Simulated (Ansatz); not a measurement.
Coupled-cluster diagnostics for SnO2, Ansatz.

Geometry of the singlet (B3LYP-D4/def2-TZVP):

```xyz
3

Sn    0.8469    0.4922    0.7385
O    -0.1454    0.1648   -0.9620
O    -0.7015   -0.6570    0.2235
```

In the def2 sets Sn takes a core potential; there is no spin–orbit coupling. Correlated methods freeze 6 core orbitals; core or outer-core shells of Sn are correlated, in sets that lack core-valence functions. The structure holds one bond between oxygen atoms, so isomers without such links may lie far lower. Another isomer (singlet) lies 0.23 eV lower at PBE0-D4/def2-TZVP; other spin states weren't run for this one.

Problem. Estimate the CCSD(T) correlation energy, the shares of MP2 and (T), T1 and the reference's ⟨S²⟩ for: charge 0, singlet, own geometry in def2-TZVPP; and the rough time on 2 threads of Arm Neoverse V2 on a shared host.

Solution. 
```json
{"state": "charge 0, singlet, own geometry", "basis": "def2-TZVPP", "correlation (eV)": "-22.072", "MP2 share (%)": "97.9", "(T) share (%)": "4.4", "T1": "0.027", "⟨S²⟩ (pure)": "0.00 (0.00)", "wall time": "4.8 s", "remarks": "large T1, restricted SCF unstable"}
```
Customary marks for T1 are 0.02 (closed shells), 0.045 (open shells) and about 0.05 (3d metals). T1 exceeds 0.02 in 1 of 1 rows and 0.045 in 0; the higher it lies, the less the single-reference result can be trusted.
